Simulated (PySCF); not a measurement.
C$_{3}$F$_{5}$O (SMILES O=C([C](F)F)C(F)(F)F), doublet, at a GFN2-xTB geometry, atoms displaced at random by about 0.05 Å a coordinate; PBE/STO-3G (PySCF).

Here is a job for PySCF.
```python
from pyscf import gto, scf, dft
from pyscf.geomopt import geometric_solver

mol = gto.M(
    atom='''
O     0.518699    0.810365    1.710000
C     0.287506    0.230381    0.646193
C     1.369688   -0.038596   -0.295587
F     2.603639    0.186990    0.076879
F     1.198304   -0.592782   -1.421247
C    -1.015982   -0.008049    0.130952
F    -2.109961    0.343376    0.943701
F    -1.350391    0.701847   -1.052259
F    -1.172068   -1.317524   -0.189649
''',
    basis='sto-3g',
    charge=0,
    spin=1,
    verbose=3,
)

def method(m):
    mf = dft.UKS(m)
    mf.xc = 'pbe'
    return mf

conv, mol_eq = geometric_solver.kernel(method(mol), maxsteps=100, convergence_set='NWCHEM_LOOSE')
print('optimisation converged:', conv)
print(mol_eq.tostring(format='xyz'))
mf = method(mol_eq)
mf.kernel()
```

Output, abridged:

```
Custom engine selected.
Bonds will be generated from interatomic distances less than 1.20 times sum of covalent radii
27 internal coordinates being used (instead of 27 Cartesians)
Internal coordinate system (atoms numbered from 1):
Distance 1-2
Distance 2-3
Distance 2-6
Distance 3-4
Distance 3-5
Distance 6-7
Distance 6-8
Distance 6-9
Angle 1-2-6
Angle 3-2-6
Angle 2-3-5
Angle 4-3-5
Angle 2-6-7
Angle 2-6-8
Angle 2-6-9
Angle 7-6-8
Angle 7-6-9
Angle 8-6-9
Out-of-Plane 2-1-3-6
Out-of-Plane 3-2-4-5
Dihedral 1-2-3-4
Dihedral 1-2-3-5
Dihedral 6-2-3-4
Dihedral 6-2-3-5
Dihedral 1-2-6-7
Dihedral 1-2-6-8
Dihedral 1-2-6-9
Dihedral 3-2-6-7
Dihedral 3-2-6-8
Dihedral 3-2-6-9
Translation-X 1-9
Translation-Y 1-9
Translation-Z 1-9
Rotation-A 1-9
Rotation-B 1-9
Rotation-C 1-9
<class 'geometric.internal.Distance'> : 8
<class 'geometric.internal.Angle'> : 10
<class 'geometric.internal.OutOfPlane'> : 2
<class 'geometric.internal.Dihedral'> : 10
<class 'geometric.internal.TranslationX'> : 1
<class 'geometric.internal.TranslationY'> : 1
<class 'geometric.internal.TranslationZ'> : 1
<class 'geometric.internal.RotationA'> : 1
<class 'geometric.internal.RotationB'> : 1
<class 'geometric.internal.RotationC'> : 1
> ===== Optimization Info: ====
> Job type: Energy minimization
> Maximum number of optimization cycles: 100
> Initial / maximum trust radius (Angstrom): 0.100 / 0.300
> Convergence Criteria:
> Will converge when all 5 criteria are reached:
>  |Delta-E| < 1.00e-06
>  RMS-Grad  < 3.00e-03
>  Max-Grad  < 4.50e-03
>  RMS-Disp  < 3.60e-03
>  Max-Disp  < 5.40e-03
> === End Optimization Info ===

Geometry optimization cycle 1
Cartesian coordinates (Angstrom)
 Atom        New coordinates             dX        dY        dZ
   O   0.518699   0.810365   1.710000    0.000000  0.000000  0.000000
   C   0.287506   0.230381   0.646193    0.000000  0.000000  0.000000
   C   1.369688  -0.038596  -0.295587    0.000000  0.000000  0.000000
   F   2.603639   0.186990   0.076879    0.000000  0.000000  0.000000
   F   1.198304  -0.592782  -1.421247   -0.000000  0.000000  0.000000
   C  -1.015982  -0.008049   0.130952    0.000000  0.000000  0.000000
   F  -2.109961   0.343376   0.943701    0.000000  0.000000  0.000000
   F  -1.350391   0.701847  -1.052259    0.000000  0.000000  0.000000
   F  -1.172068  -1.317524  -0.189649    0.000000  0.000000  0.000000

WARN: Mole.unit (angstrom) is changed to Bohr

converged SCF energy = -678.275161603237  <S^2> = 0.75507336  2S+1 = 2.0050669
--------------- UKS_Scanner gradients ---------------
         x                y                z
0 O    -0.0193254357    -0.0471595233    -0.1025267925
1 C    -0.0729952821    -0.0055978631     0.0248327835
2 C     0.0348385437    -0.0322938931    -0.0795673677
3 F    -0.0723510228    -0.0117230795    -0.0158158042
4 F     0.0121177476     0.0582801393     0.1206796135
5 C     0.1219040166    -0.0113614853     0.0450561837
6 F     0.0031368612    -0.0044025592    -0.0296323855
7 F    -0.0125839363    -0.0158488098     0.0232710514
8 F     0.0051653212     0.0698675211     0.0136834906
----------------------------------------------
cycle 1: E = -678.275161603  dE = -678.275  norm(grad) = 0.274547
Step    0 : Gradient = 9.152e-02/1.346e-01 (rms/max) Energy = -678.2751616032
[...]
Geometry optimization cycle 2
Cartesian coordinates (Angstrom)
 Atom        New coordinates             dX        dY        dZ
   O   0.476402   0.874837   1.853064   -0.042297  0.064472  0.143064
   C   0.316963   0.316469   0.690008    0.029457  0.086088  0.043815
   C   1.422749  -0.029322  -0.281265    0.053061  0.009274  0.014322
   F   2.744150   0.165855   0.015747    0.140511 -0.021135 -0.061132
   F   1.210923  -0.630184  -1.479144    0.012619 -0.037402 -0.057897
   C  -1.109674  -0.019870   0.088479   -0.093692 -0.011821 -0.042473
   F  -2.145382   0.321154   1.015786   -0.035421 -0.022222  0.072085
   F  -1.355065   0.740263  -1.120801   -0.004674  0.038416 -0.068542
[...]
converged SCF energy = -678.333340227266  <S^2> = 0.75652125  2S+1 = 2.0065107
Step    8 : Displace = 1.027e-02/1.543e-02 (rms/max) Trust = 3.000e-01 (=) Grad = 1.809e-03/3.296e-03 (rms/max) E (change) = -678.3333402273 (-1.419e-05) Quality = 0.382
converged SCF energy = -678.333360807427  <S^2> = 0.75653407  2S+1 = 2.0065234
Step    9 : Displace = 4.339e-03/6.073e-03 (rms/max) Trust = 3.000e-01 (=) Grad = 1.460e-03/2.671e-03 (rms/max) E (change) = -678.3333608074 (-2.058e-05) Quality = 1.335
converged SCF energy = -678.333387898656  <S^2> = 0.75661847  2S+1 = 2.0066076
Step   10 : Displace = 1.053e-02/1.518e-02 (rms/max) Trust = 3.000e-01 (=) Grad = 4.132e-04/8.044e-04 (rms/max) E (change) = -678.3333878987 (-2.709e-05) Quality = 0.738
converged SCF energy = -678.333390006817  <S^2> = 0.75662705  2S+1 = 2.0066161
Step   11 : Displace = 2.034e-03/3.390e-03 (rms/max) Trust = 3.000e-01 (=) Grad = 2.804e-04/5.037e-04 (rms/max) E (change) = -678.3333900068 (-2.108e-06) Quality = 0.752
converged SCF energy = -678.333390899993  <S^2> = 0.75666586  2S+1 = 2.0066548
Step   12 : Displace = 5.620e-03/8.510e-03 (rms/max) Trust = 3.000e-01 (=) Grad = 4.230e-04/9.394e-04 (rms/max) E (change) = -678.3333909000 (-8.932e-07) Quality = 0.090
converged SCF energy = -678.333388956771  <S^2> = 0.75666993  2S+1 = 2.0066588
Step   13 : Displace = 1.971e-03/2.944e-03 (rms/max) Trust = 2.810e-03 (-) Grad = 4.776e-04/1.119e-03 (rms/max) E (change) = -678.3333889568 (+1.943e-06) Quality = -0.513
converged SCF energy = -678.333390616173  <S^2> = 0.75665328  2S+1 = 2.0066422
Step   14 : Displace = 1.012e-03/1.768e-03 (rms/max) Trust = 9.855e-04 (-) Grad = 2.836e-04/6.822e-04 (rms/max) E (change) = -678.3333906162 (-1.659e-06) Quality = 0.810
[...]
   O   0.449489   0.926463   1.932091    0.001356 -0.000791  0.004050
   C   0.322472   0.393443   0.764778   -0.000128 -0.000128  0.004419
   C   1.436591   0.138154  -0.167344   -0.000838 -0.000740  0.002814
   F   2.744798   0.437092   0.112934   -0.000257 -0.000855  0.001251
   F   1.268602  -0.424789  -1.408219   -0.002398 -0.000193  0.002803
   C  -1.138760  -0.081348   0.140080    0.000302  0.000004  0.004217
   F  -2.135409   0.087158   1.117575   -0.000683  0.000678  0.002892
   F  -1.476182   0.693075  -0.994444    0.002252 -0.000613  0.003243
   F  -1.105131  -1.440253  -0.251130    0.000132 -0.000379  0.005065
converged SCF energy = -678.333392011542  <S^2> = 0.75662795  2S+1 = 2.006617
--------------- UKS_Scanner gradients ---------------
         x                y                z
0 O    -0.0000572510     0.0000927666    -0.0001113177
1 C     0.0000835620    -0.0001092684     0.0000571366
2 C    -0.0000787951     0.0000428605    -0.0001064094
3 F     0.0000677223    -0.0000148443     0.0000108207
4 F     0.0000043070     0.0000057833     0.0000220509
5 C    -0.0000517787    -0.0000240398    -0.0000827409
6 F     0.0000399609    -0.0000445751    -0.0000233401
7 F    -0.0000206061     0.0000230426     0.0000201062
8 F     0.0000069834     0.0000537942    -0.0000750503
----------------------------------------------
cycle 16: E = -678.333392012  dE = -1.39537e-06  norm(grad) = 0.000308968
Step   15 : Displace = 1.491e-03/2.653e-03 (rms/max) Trust = 1.394e-03 (+) Grad = 1.030e-04/1.558e-04 (rms/max) E (change) = -678.3333920115 (-1.395e-06) Quality = 0.420
[...]
Geometry optimization cycle 17
Cartesian coordinates (Angstrom)
 Atom        New coordinates             dX        dY        dZ
   O   0.451582   0.924820   1.938799    0.002093 -0.001643  0.006707
   C   0.322826   0.392734   0.771512    0.000354 -0.000709  0.006733
   C   1.435836   0.137367  -0.162411   -0.000754 -0.000787  0.004933
   F   2.744553   0.436021   0.116155   -0.000246 -0.001071  0.003221
   F   1.266063  -0.425009  -1.403259   -0.002540 -0.000220  0.004960
   C  -1.138781  -0.081645   0.147402   -0.000021 -0.000297  0.007322
   F  -2.135680   0.088442   1.124262   -0.000271  0.001285  0.006687
   F  -1.474958   0.691850  -0.988121    0.001224 -0.001225  0.006323
   F  -1.106048  -1.441017  -0.242390   -0.000917 -0.000764  0.008740
converged SCF energy = -678.333392744208  <S^2> = 0.75661432  2S+1 = 2.0066034
--------------- UKS_Scanner gradients ---------------
         x                y                z
0 O    -0.0000386787     0.0000083324    -0.0002736178
1 C    -0.0000262979     0.0000389842     0.0003210155
2 C    -0.0001013021    -0.0000249600    -0.0002278528
3 F     0.0001311294     0.0000016330     0.0000136376
4 F     0.0000120047     0.0000187626     0.0000460922
5 C    -0.0000644222    -0.0000038854    -0.0000688893
6 F     0.0000613317    -0.0000661365    -0.0000523339
7 F     0.0000172666     0.0000141734     0.0000215796
8 F    -0.0000027561     0.0000378828    -0.0000739894
----------------------------------------------
cycle 17: E = -678.333392744  dE = -7.32665e-07  norm(grad) = 0.000540526
Step   16 : Displace = 1.425e-03/2.383e-03 (rms/max) Trust = 1.394e-03 (=) Grad = 1.802e-04/3.244e-04 (rms/max) E (change) = -678.3333927442 (-7.327e-07) Quality = 0.185
[...]
Converged! =D

optimisation converged: True
9
XYZ from PySCF
O           0.45158223        0.92482049        1.93879854
C           0.32282637        0.39273395        0.77151162
C           1.43583649        0.13736707       -0.16241079
F           2.74455259        0.43602128        0.11615536
F           1.26606275       -0.42500936       -1.40325892
C          -1.13878106       -0.08164489        0.14740183
F          -2.13568015        0.08844249        1.12426218
F          -1.47495756        0.69184963       -0.98812116
F          -1.10604776       -1.44101725       -0.24239021

converged SCF energy = -678.333392743035  <S^2> = 0.75661371  2S+1 = 2.0066028
```
